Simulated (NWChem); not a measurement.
Program: NWChem. System: BeCl2, charge 0, spin multiplicity 1, at a geometry optimised with PBE/def2-SVP. The structure started from a generated list of species. Level: CCSD(T)/def2-TZVP, 11 core orbitals frozen.

Input file:

```
start mol
memory heap 100 mb stack 700 mb global 1900 mb
geometry units angstroms nocenter noautoz
  Be     0.000000     0.000000     0.000000
  Cl     0.000000     0.000000     1.814446
  Cl     0.000000     0.000000    -1.814446
  symmetry group D2h
end
basis spherical
  * library def2-tzvp
end
scf
  rhf
  nopen 0
  maxiter 100
  thresh 1e-7
  semidirect memsize 60000000 filesize 0
end
tce
  freeze core 11
  ccsd(t)
  2eorb
  2emet 13
  thresh 1e-6
  maxiter 100
  tilesize 24
end
task tce energy
```

Part of the output:

```
             Northwest Computational Chemistry Package (NWChem) 7.3.0
             --------------------------------------------------------

                                NWChem Input Module
                                -------------------

 Scaling coordinates for geometry "geometry" by  1.889725989
 (inverse scale =  0.529177249)

 Turning off AUTOSYM since
 SYMMETRY directive was detected!

                             Geometry "geometry" -> ""
                             -------------------------

 Output coordinates in angstroms (scale by  1.889725989 to convert to a.u.)

  No.       Tag          Charge          X              Y              Z
 ---- ---------------- ---------- -------------- -------------- --------------
    1 Be                   4.0000     0.00000000     0.00000000     0.00000000
    2 Cl                  17.0000     0.00000000     0.00000000     1.81444600
    3 Cl                  17.0000     0.00000000     0.00000000    -1.81444600

 Effective nuclear repulsion energy (a.u.)      81.8069087448

            Nuclear Dipole moment (a.u.)
            ----------------------------
        X                 Y               Z
 ---------------- ---------------- ----------------
     0.0000000000     0.0000000000     0.0000000000

      Symmetry information
      --------------------

 Group name             D2h
 Group number             26
 Group order               8
 No. of unique centers     2

      Symmetry unique atoms

     1    2


 Summary of "ao basis" -> "" (spherical)
 ------------------------------------------------------------------------------
       Tag                 Description            Shells   Functions and Types
 ---------------- ------------------------------  ------  ---------------------
 *                         def2-tzvp                  on all atoms

 Summary of "ao basis" -> "ao basis" (spherical)
 ------------------------------------------------------------------------------
       Tag                 Description            Shells   Functions and Types
 ---------------- ------------------------------  ------  ---------------------
 Be                        def2-tzvp                 9       19   5s3p1d
 Cl                        def2-tzvp                13       37   5s5p2d1f

                                 NWChem SCF Module
                                 -----------------

  ao basis        = "ao basis"
  functions       =    93
  atoms           =     3
  closed shells   =    19
  open shells     =     0
  charge          =   0.00
  wavefunction    = RHF
  use symmetry    = T
  symmetry adapt  = T

 Summary of "ao basis" -> "ao basis" (spherical)
 ------------------------------------------------------------------------------
       Tag                 Description            Shells   Functions and Types
 ---------------- ------------------------------  ------  ---------------------
 Be                        def2-tzvp                 9       19   5s3p1d
 Cl                        def2-tzvp                13       37   5s5p2d1f

      Symmetry analysis of basis
      --------------------------

        ag         23
        au          3
        b1g         4
        b1u        19
        b2g        10
        b2u        12
        b3g        10
        b3u        12

 Forming initial guess at       0.1s

      Superposition of Atomic Density Guess
      -------------------------------------

 Sum of atomic energies:        -933.52795708

      Non-variational initial energy
      ------------------------------
[...]
    13      0.983663  1 Be py                38     -0.377012  2 Cl py
    75     -0.377012  3 Cl py                 7     -0.348634  1 Be py

 Vector   22  Occ=0.000000D+00  E= 1.024005D-01  Symmetry=b3u
              MO Center=  1.8D-16,  1.1D-32, -5.3D-17, r^2= 4.9D+00
   Bfn.  Coefficient  Atom+Function         Bfn.  Coefficient  Atom+Function
  ----- ------------  ---------------      ----- ------------  ---------------
    12      0.983663  1 Be px                37     -0.377012  2 Cl px
    74     -0.377012  3 Cl px                 6     -0.348634  1 Be px

 center of mass
 --------------
 x =   0.00000000 y =   0.00000000 z =   0.00000000

 moments of inertia (a.u.)
 ------------------
         822.237183335282           0.000000000000           0.000000000000
           0.000000000000         822.237183335282           0.000000000000
           0.000000000000           0.000000000000           0.000000000000

  Mulliken analysis of the total density
  --------------------------------------

    Atom       Charge   Shell Charges
 -----------   ------   -------------------------------------------------------
    1 Be   4     3.51   1.02  0.97  0.35  0.11 -0.00  0.80  0.01  0.05  0.21
    2 Cl  17    17.24   2.01  0.45  1.52  1.08  0.84  4.18  1.69  1.07  2.88  1.49  0.01  0.02  0.00
    3 Cl  17    17.24   2.01  0.45  1.52  1.08  0.84  4.18  1.69  1.07  2.88  1.49  0.01  0.02  0.00

       Multipole analysis of the density wrt the origin
       ------------------------------------------------

     L   x y z        total         open         nuclear
     -   - - -        -----         ----         -------
     0   0 0 0     -0.000000      0.000000     38.000000

     1   1 0 0      0.000000      0.000000      0.000000
     1   0 1 0      0.000000      0.000000      0.000000
     1   0 0 1      0.000000      0.000000      0.000000

     2   2 0 0    -22.197922      0.000000      0.000000
     2   1 1 0      0.000000      0.000000      0.000000
     2   1 0 1      0.000000      0.000000      0.000000
     2   0 2 0    -22.197922      0.000000      0.000000
     2   0 1 1     -0.000000      0.000000      0.000000
     2   0 0 2    -26.423082      0.000000    399.728104

                   NWChem Extensible Many-Electron Theory Module
                   ---------------------------------------------


            General Information
            -------------------
      Number of processors :     1
         Wavefunction type : Restricted Hartree-Fock
          No. of electrons :    38
           Alpha electrons :    19
            Beta electrons :    19
           No. of orbitals :   186
            Alpha orbitals :    93
             Beta orbitals :    93
        Alpha frozen cores :    11
         Beta frozen cores :    11
     Alpha frozen virtuals :     0
      Beta frozen virtuals :     0
         Spin multiplicity : singlet
    Number of AO functions :    93
       Number of AO shells :    35
        Use of symmetry is : on
      Symmetry adaption is : on
         Schwarz screening : 0.10D-09

          Correlation Information
          -----------------------
          Calculation type : Coupled-cluster singles & doubles w/ perturbation
   Perturbative correction : (T)
            Max iterations :      100
        Residual threshold : 0.10D-05
     T(0) DIIS level shift : 0.00D+00
     L(0) DIIS level shift : 0.00D+00
     T(1) DIIS level shift : 0.00D+00
     L(1) DIIS level shift : 0.00D+00
     T(R) DIIS level shift : 0.00D+00
     T(I) DIIS level shift : 0.00D+00
   CC-T/L Amplitude update :  5-th order DIIS
                I/O scheme : Global Array Library
        L-threshold :  0.10D-05
        EOM-threshold :  0.10D-05
 no EOMCCSD initial starts read in
 TCE RESTART OPTIONS
 SLICE:      F
 D4D5:       F
 quantumc:   F
 qrotation:  F
 pwtce:      F
 qducc:      F
 nacto:                         0
 nrotv:                         0
 nrot:                          0

            Memory Information
            ------------------
          Available GA space size is     249028151 doubles
          Available MA space size is     104850180 doubles

 Maximum block size supplied by input
 Maximum block size        24 doubles

 tile_dim =     17

 -------------------------------------------------

 Global array virtual files algorithm will be used

 Parallel file system coherency ......... OK

 4-electron integrals stored in orbital form

 v2    file size   =          1256551
 4-index algorithm nr.  13 is used
 imaxsize =       30
 imaxsize ichop =        0


CCSD iterations
 ---------------------------------------------------------
 Iter          Residuum       Correlation     Cpu    Wall
 ---------------------------------------------------------
    1   0.1583390166136  -0.4027356232531     1.4     1.4
    2   0.0364843360587  -0.4292406516380     1.6     1.6
    3   0.0109799866123  -0.4354968255217     1.6     1.6
    4   0.0038729011823  -0.4368655736306     1.4     1.4
    5   0.0014607724250  -0.4373006627805     1.4     1.4
    6   0.0003042367032  -0.4374785037830     1.5     1.5
    7   0.0001349152480  -0.4375023203981     1.9     1.9
    8   0.0000551740169  -0.4375050176186     2.2     2.2
    9   0.0000301001407  -0.4375057258933     2.2     2.2
   10   0.0000142527647  -0.4375064986616     2.2     2.2
   11   0.0000025769896  -0.4375069600452     2.2     2.2
   12   0.0000010325408  -0.4375071564677     1.7     1.7
   13   0.0000005029742  -0.4375071731629     1.6     1.6
 -----------------------------------------------------------------
 Iterations converged
 CCSD correlation energy / hartree =        -0.437507173162933
 CCSD total energy / hartree       =      -934.254889702515129

 Singles contributions

 Doubles contributions
 CCSD(T)
 Using plain CCSD(T) code
             total no. of tasks         5376
 total no. of tasks / no. procs         5376
                         wl_min           54           1.9
                         wl_max        39304           5.8
        thresh for no. of tasks         5376

 CCSD[T]  correction energy / hartree =        -0.017887107935265
 CCSD[T] correlation energy / hartree =        -0.455394281098198
 CCSD[T] total energy / hartree       =      -934.272776810450409
 CCSD(T)  correction energy / hartree =        -0.017733627591556
 CCSD(T) correlation energy / hartree =        -0.455240800754488
 CCSD(T) total energy / hartree       =      -934.272623330106740

 Task  times  cpu:       51.8s     wall:       51.8s

 Total times  cpu:       51.8s     wall:       51.8s
```
